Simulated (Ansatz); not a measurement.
Total energies of GeCl(NHMe)3 (C₃H₁₂ClGeN₃) from Ansatz at PBE0-D4/def2-TZVPD, gas phase (1 Eh = 27.2114 eV = 2625.5 kJ/mol). The reference geometry is relaxed at PBE0-D4/def2-SVP.

```tsv
state	geometry	energy (Eh)
charge 0 singlet	reference	-2822.47070
charge -1 doublet	reference	-2822.44092
free Ge atom (triplet)	–	-2076.65536
free Cl atom (doublet)	–	-459.99797
free N atom (quartet)	–	-54.54388
free C atom (triplet)	–	-37.80543
free H atom (doublet)	–	-0.50104
```

(1) Work out the vertical electron affinity, to the doublet.

(2) What is the binding energy per atom against free atoms?

(1) E(charge 0 singlet) − E(charge -1 doublet) = -2822.47070 − (-2822.44092) = -0.02978 Eh = -0.81 eV; negative, so the extra electron isn't bound.

(2) Atoms: 1 × (-2076.65536) + 1 × (-459.99797) + 3 × (-54.54388) + 3 × (-37.80543) + 12 × (-0.50104) = -2819.71374 Eh. Binding: -2819.71374 − (-2822.47070) = 2.75696 Eh = 75.02 eV, or 3.75 eV for each of 20 atoms (no zero-point energy, no counterpoise term).

At PBE0-D4/def2-TZVPD the highest occupied level of the charge -1 doublet lies above zero (up to 1.80 eV). By energy differences it is unbound by 0.81 eV (vertical, against the charge 0 singlet, at PBE0-D4/def2-TZVPD) and held by the finite basis.
